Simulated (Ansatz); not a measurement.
```yaml
crystal:
  periodic: [false, false, false]
  atoms:
    - {symbol: C, position_ang: [0.545931, -0.978140, -1.324632]}
    - {symbol: C, position_ang: [-0.209496, -0.099515, -0.389353]}
    - {symbol: F, position_ang: [-1.529799, -0.027042, -0.783495]}
    - {symbol: O, position_ang: [0.330604, 1.238224, -0.256182]}
    - {symbol: Si, position_ang: [0.160916, 0.572606, 1.254592]}
    - {symbol: O, position_ang: [-0.973866, 1.139072, 2.266465]}
    - {symbol: H, position_ang: [1.887943, -0.759349, -0.714782]}
    - {symbol: H, position_ang: [1.587943, -1.059349, -1.014782]}
    - {symbol: H, position_ang: [0.103910, -1.975074, -1.345040]}
    - {symbol: H, position_ang: [1.378264, 0.355091, 2.050137]}
    - {symbol: H, position_ang: [-1.839177, 1.328484, 1.894527]}
basis:
  gaussian: {orbitals: def2-mTZVP, point_charges: [{charge: 0.50, position_ang: [4.699, -0.116, 0.602]}]}
hamiltonian: {xc: {name: SPW92}}
output: {forces: true}
```

```sh
$ ansatz run in.yaml --threads 4 --pin off --events-out ev --progress --plain --max-ram 10444MiB
```

Shortened log:

```
Functional definition: SPW92
1249 factors; their error is unknown
mean field evaluation 1: about -16727.5227 eV, gradient 8.9e1 eV
mean field evaluation 2: about -16653.2696 eV, gradient 2.0e2 eV
mean field evaluation 4: about -16740.8790 eV, gradient 2.9e1 eV
mean field evaluation 8: about -16742.2533 eV, gradient 3.6e-1 eV
mean field evaluation 16: about -16742.2217 eV, gradient 4.7e-3 eV
mean field -16742.22165482 eV, -615.2652975293 hartree, gradient 3.2e-5 eV, S^2 0.000000; 0 other end points of the search recorded, 0 dependent functions left out
reference -16742.22169169 eV, -615.2652988842 hartree; 28, 28 occupied and 114, 114 virtual orbitals, 1249 factors
Total energy: -16742.22169169 eV, -615.2652988842 hartree
Atom 0 at     0.545931    -0.978140    -1.324632 Å, force    -5.186773     2.280135    -1.553238 eV/Å
Atom 1 at    -0.209496    -0.099515    -0.389353 Å, force     0.438578    -0.301178    -0.399931 eV/Å
Atom 2 at    -1.529799    -0.027042    -0.783495 Å, force     0.550604    -0.496916    -0.103418 eV/Å
Atom 3 at     0.330604     1.238224    -0.256182 Å, force     0.597739     0.308686    -0.533201 eV/Å
Atom 4 at     0.160916     0.572606     1.254592 Å, force    -0.990074    -0.091304     0.626503 eV/Å
Atom 5 at    -0.973866     1.139072     2.266465 Å, force     0.813779     0.038719     0.554521 eV/Å
Atom 6 at     1.887943    -0.759349    -0.714782 Å, force    11.341704    11.562660    13.396795 eV/Å
Atom 7 at     1.587943    -1.059349    -1.014782 Å, force    -8.004793   -12.659854   -12.505463 eV/Å
Atom 8 at     0.103910    -1.975074    -1.345040 Å, force     0.736659    -0.821046     0.652827 eV/Å
Atom 9 at     1.378264     0.355091     2.050137 Å, force     0.423051    -0.053401     0.120268 eV/Å
Atom 10 at    -1.839177     1.328484     1.894527 Å, force    -0.797710     0.179469    -0.290648 eV/Å
Dipole moment:     0.107974    -0.354816     0.418014 e Å
```

In this input one atom was put on top of another. Self-consistency was reached. The result belongs to that input, not to the molecule as meant.
